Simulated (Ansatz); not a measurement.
Coupled-cluster diagnostics for B(SiH3)3 (Si3BH9), Ansatz.

Geometry of the singlet (r2SCAN-D4/def2-SVP):

```
atom   x (Å)   y (Å)   z (Å)
  B1  -0.003  -0.010   0.003
 Si2   0.250   0.507   1.928
  H3  -0.999   0.756   2.713
  H4   1.087   1.753   1.970
  H5   1.031  -0.572   2.618
 Si6  -1.848  -0.081  -0.787
  H7  -2.753  -0.889   0.095
  H8  -1.949  -0.614  -2.181
  H9  -2.374   1.327  -0.788
Si10   1.595  -0.439  -1.137
 H11   2.932  -0.276  -0.484
 H12   1.571   0.406  -2.377
 H13   1.459  -1.869  -1.573
```

Correlated methods freeze 16 core orbitals.

(1) Estimate the CCSD(T) correlation energy, the shares of MP2 and (T), T1 and the reference's ⟨S²⟩ for: charge 0, singlet, own geometry in def2-TZVP; charge 1, doublet, vertical in def2-TZVP; and the rough time on 2 threads of AMD EPYC 7R13 on a shared host and a share (18 GiB) of an NVIDIA H100 80GB HBM3.

Results:

(1) 
```tsv
state	basis	correlation (eV)	MP2 share (%)	(T) share (%)	T1	⟨S²⟩ (pure)	wall time
charge 0, singlet, own geometry	def2-TZVP	-15.173	80.9	3.4	0.016	0.00 (0.00)	2.3 s
charge 1, doublet, vertical	def2-TZVP	-14.531	79.5	3.5	0.024	0.77 (0.75)	4.2 s
```
Customary marks for T1 are 0.02 (closed shells), 0.045 (open shells) and about 0.05 (3d metals). T1 exceeds 0.02 in 1 of 2 rows and 0.045 in 0; the higher it lies, the less the single-reference result can be trusted.
